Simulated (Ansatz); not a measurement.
Calculated with Ansatz (gas phase, PBE0-D4/def2-TZVP geometries, no zero-point term in ΔE). CCSD(T)/CBS adds triple-zeta CCSD(T) − MP2 to the extrapolated MP2 energy (def2 sets, frozen cores). This one scheme is used for every species. DFT in def2-TZVPP. B3LYP here is the variant with VWN-RPA as its local correlation; programs differ in this. One conformer a species, not always the lowest.

`O=C1C[SiH]1[SiH2]O` + CH₃SH → `CS[SiH2]O` + `O=C1C[SiH2]1`  (cleavage of the Si–Si bond)

```csv
level,ΔE (kJ/mol),difference from CCSD(T)/CBS
r2SCAN-D4,-62.9,2.2
B3LYP-D4,-62.4,2.7
B2PLYP,-65.0,0.1
HF/def2-TZVPP,-69.7,-4.6
CCSD/def2-TZVPP,-63.0,2.1
CCSD(T)/def2-TZVPP,-62.4,2.7
HF/def2-QZVPP,-69.8,-4.7
MP2/def2-QZVPP,-72.8,-7.7
SCS-MP2/def2-QZVPP,-71.1,-6.0
MP2/CBS(def2),-73.9,-8.8
CCSD(T)/CBS,-65.1,0
```

Largest T1 diagnostic among the species: 0.017.

From PBE to PBE0 (25 % exact exchange), in def2-TZVPP and without D4, ΔE moves by −4.0 kJ/mol.
